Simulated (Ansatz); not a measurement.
Mg9Se9, 18 atoms. Hardware: 2 threads of AMD EPYC 7R13 on a shared host and a share (18 GiB) of an NVIDIA H100 80GB HBM3.

Correlated methods freeze 90 core orbitals; core or outer-core shells of Mg, Se are correlated, in sets that lack core-valence functions. Single mean-field runs in def2-SVP, def2-TZVP are fitted with def2-universal-jkfit.

How many basis functions does each of these Ansatz runs have, and roughly what does it cost? PBE-D4/def2-SVP, charge 0 singlet, energy and forces, from earlier orbitals; PBE-D4/def2-TZVP, charge 0 singlet, energy, from earlier orbitals; RPA@PBE/def2-SVP, charge 0 singlet, energy, from earlier orbitals; BLYP-D4/def2-SVP, charge 0 singlet, energy, from earlier orbitals; PBE-D4/def2-SVP, charge 0 singlet, relaxation, 34 steps; PBE0-D4/def2-SVP, charge 0 singlet, energy, from earlier orbitals; r2SCAN-D4/def2-SVP, charge 0 singlet, energy, from earlier orbitals; MP2/def2-SVP, charge 0 singlet, energy, from earlier orbitals; PBE0-D4/def2-TZVP, charge 0 singlet, energy, from earlier orbitals.

Other jobs shared the machine, so times can vary by a factor of up to 3.

```json
{"run": "PBE-D4/def2-TZVP, charge 0 singlet, energy, from earlier orbitals", "functions": "720", "fitting or Cholesky vectors": "3402", "wall time": "8 s", "peak host memory (GiB)": "1.1"}
{"run": "BLYP-D4/def2-SVP, charge 0 singlet, energy, from earlier orbitals", "functions": "450", "fitting or Cholesky vectors": "3402", "wall time": "8 s", "peak host memory (GiB)": "0.99"}
{"run": "PBE-D4/def2-SVP, charge 0 singlet, energy and forces, from earlier orbitals", "functions": "450", "fitting or Cholesky vectors": "3402", "wall time": "8.5 s", "peak host memory (GiB)": "1"}
{"run": "r2SCAN-D4/def2-SVP, charge 0 singlet, energy, from earlier orbitals", "functions": "450", "fitting or Cholesky vectors": "3402", "wall time": "9 s", "peak host memory (GiB)": "1"}
{"run": "PBE0-D4/def2-SVP, charge 0 singlet, energy, from earlier orbitals", "functions": "450", "fitting or Cholesky vectors": "3402", "wall time": "12 s", "peak host memory (GiB)": "0.99"}
{"run": "PBE0-D4/def2-TZVP, charge 0 singlet, energy, from earlier orbitals", "functions": "720", "fitting or Cholesky vectors": "3402", "wall time": "13 s", "peak host memory (GiB)": "1.1"}
{"run": "MP2/def2-SVP, charge 0 singlet, energy, from earlier orbitals", "functions": "450", "fitting or Cholesky vectors": "4059", "wall time": "14 s", "peak host memory (GiB)": "1.1"}
{"run": "RPA@PBE/def2-SVP, charge 0 singlet, energy, from earlier orbitals", "functions": "450", "fitting or Cholesky vectors": "4059", "wall time": "20 s", "peak host memory (GiB)": "2.7"}
{"run": "PBE-D4/def2-SVP, charge 0 singlet, relaxation, 34 steps", "functions": "450", "fitting or Cholesky vectors": "3402", "wall time": "2.3 min", "peak host memory (GiB)": "1"}
```
